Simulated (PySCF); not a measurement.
Be(Me)(Et) (C₃H₈Be), SMILES C[CH2][Be][CH3].

The structure is a stationary point at PBE-D3(BJ)/def2-SVP. The structure was generated by enumeration; whether it is a known compound was not checked. Other conformers were not sampled.

Two levels are set side by side: TDA-PBE/def2-SVPD (PySCF) and TDA-B3LYP/def2-SVPD (PySCF). Vertical, same geometry. The lowest singlet is HOMO→LUMO 98 % with PBE and HOMO→LUMO 96 % with the other functional; states are paired by order. Differences are taken from unrounded values.

| quantity | TDA-B3LYP | TDA-PBE | TDA-PBE minus TDA-B3LYP |
|---|---|---|---|
| lowest singlet excitation (eV) | 6.14 | 5.73 | -0.41 |
| lowest triplet excitation (TDA) (eV) | 5.77 | 5.35 | -0.42 |
| first bright state (f over 0.05) (eV) | 6.73 | 6.23 | -0.51 |
| its oscillator strength | 0.09 | 0.08 | -0.01 |

A lower first singlet is the usual sign of a functional without exact exchange. Differences between two approximate levels are no errors against the true value.

Rough cost on one machine, each run with all the roots and properties that it gave: TDA-B3LYP against TDA-PBE within a factor of 2.
